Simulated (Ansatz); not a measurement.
Ideal-gas functions of `[NH][GeH3]` radical at 800 K and 1 bar, from an Ansatz frequency run at PBE0-D4/def2-TZVP.

Molar mass 90.65 g/mol, point group Cs (symmetry number 1), electronic degeneracy 2, moments of inertia 7.28, 49.802, 50.709 u Å². Harmonic wavenumbers (cm⁻¹, unscaled): 109, 511, 567, 647, 837, 865, 877, 937, 2132, 2134, 2185, 3436.

Use S(trans) = R[1.5 ln M + 2.5 ln T − 1.1517]; rotational temperatures θ = 24.2544 K / I; S(rot) = R[ln(√π/σ · √(T³/θAθBθC)) + 1.5]; for each mode x = 1.438777 ν̃/T, S = R[x/(eˣ − 1) − ln(1 − e⁻ˣ)] and H = RT x/(eˣ − 1); 1 cm⁻¹ = 0.0119627 kJ/mol; R = 8.31446 J/(mol·K).

Question: By hand: the entropy, in J/(mol·K).

Answer: Translation 185.6. Rotation: θ = 3.3316, 0.487, 0.4783 K, giving 101.7. Vibration, mode by mode: 21.88, 9.30, 8.50, 7.51, 5.66, 5.43, 5.34, 4.89, 0.89, 0.88, 0.82, 0.12, in all 71.2. Electronic 5.8. Sum 364.3 J/(mol·K).

Question: By hand: H − E and G − E in kJ/mol, counted from the electronic energy.

Answer: Zero-point energy ½ × 15237 × 0.0119627 = 91.1; thermal vibration 30.1; translation, rotation and pV give 4 RT = 26.6. H − E = 147.8 kJ/mol, and G − E = 147.8 − 800 × 364.3/1000 = -143.6 kJ/mol.

Vibration gives 20 % of the entropy, 21.9 J/(mol·K) of it from the mode under 150 cm⁻¹: soft modes count most, and the harmonic formula is weakest for them.
